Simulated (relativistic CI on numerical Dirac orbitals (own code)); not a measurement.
# What each ingredient does to the levels of Gd XLII

Base calculation: Dirac-Coulomb-Breit CI, KLI orbitals optimised for each configuration, model QED, unscaled Slater integrals.

CI space (outside the closed core [Ne]): 3s2.3p6.3d5, 3s2.3p5.3d6, 3s2.3p4.3d7, 3s.3p6.3d6, 3p6.3d7, 3s.3p5.3d7, 3s2.3p6.3d4.4s, 3s2.3p6.3d4.4p, 3s2.3p4.3d6.4s, 3s2.3p6.3d4.4d, 3s2.3p4.3d6.4p, 3s2.3p5.3d5.4s, 3s2.3p6.3d4.4f, 3s.3p5.3d6.4s, 3s2.3p5.3d5.4p, 3s.3p5.3d6.4p, 3p6.3d6.4s, 3s2.3p6.3d3.4s2, 3p6.3d6.4p, 3s2.3p6.3d3.4s.4p, 3s2.3p6.3d4.5s, 3p6.3d5.4s2. Levels of other configurations are missing.

Variants: (1) only the first configuration. Shifts of the energy above 3s2.3p6.3d5 4P_5/2, in cm⁻¹, for the lowest level and the first level of each name with at least 55 % of one term (blank where a level changes its place among those of its configuration and J or its character, or is not in the variant):

| Level | Base | Δ(1) |
| --- | --- | --- |
| 3s2.3p6.3d5 4P_5/2 | 0 | 0 |
| 3s2.3p6.3d5 2D_3/2 | 475370 | +4114 |
| 3s2.3p6.3d5 4D_1/2 | 583266 | -2597 |
| 3s2.3p6.3d5 2I_13/2 | 587620 | -16995 |
| 3s2.3p6.3d5 2G_7/2 | 660958 | -4442 |
| 3s2.3p6.3d5 4F_5/2 | 669208 | -306 |
| 3s2.3p6.3d5 2G_9/2 | 772615 | -2320 |
| 3s2.3p6.3d5 2P_3/2 | 881011 | +5950 |
| 3s2.3p6.3d5 2P_1/2 | 1064498 | +6389 |
| 3s2.3p5.3d6 6F°_9/2 | 2533331 |  |
| 3s2.3p5.3d6 4H°_13/2 | 2588839 |  |
| 3s2.3p5.3d6 4I°_15/2 | 2650941 |  |

At this charge energies of transitions that change n are usually good to better than 1 %, and those within a shell (Δn = 0) to a few per cent.

Ionisation energy from the two ground configurations alone: base 3159.87 eV. The NIST ASD value (theoretical) is 3160 eV.

LS names give the leading component of a level, which can be under half, so a name can repeat, a term be missing and a line seem to break the LS rules.
